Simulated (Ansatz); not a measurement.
HgF2, relaxed as a singlet with RKS PBE0-D4/def2-TZVP in Ansatz, starting from the GFN2-xTB geometry. Force threshold 0.02 eV/Å.

In the def2 sets Hg takes a core potential; there is no spin–orbit coupling.

Start:

```xyz
3

Hg   -0.001    0.026   -0.007
F    -0.588   -0.497   -1.677
F     0.589    0.472    1.684
```

(1) Estimate the energy that the relaxation releases and the steps that it takes.

(2) Does the start keep its bonding and symmetry?

(3) Predict the relaxed structure.

Answers

(1) 13.9 kJ/mol, in 4 steps; 2.5 s on 4 threads of Intel Xeon Platinum 8488C on a shared host. No frequencies were taken in this run, so the end may be a saddle point.

(2) By distances, no bond broke or formed. The bond that changes most is Hg1–F3, from 1.85 to 1.92 Å (atoms count from 1). Point group C∞v at the start, D∞h at the end, both within 0.05 Å.

(3) 
```xyz
3

Hg    0.000    0.000    0.000
F    -0.612   -0.504   -1.746
F     0.612    0.504    1.746
```
Bond lengths: 2 × F–Hg 1.92 Å.
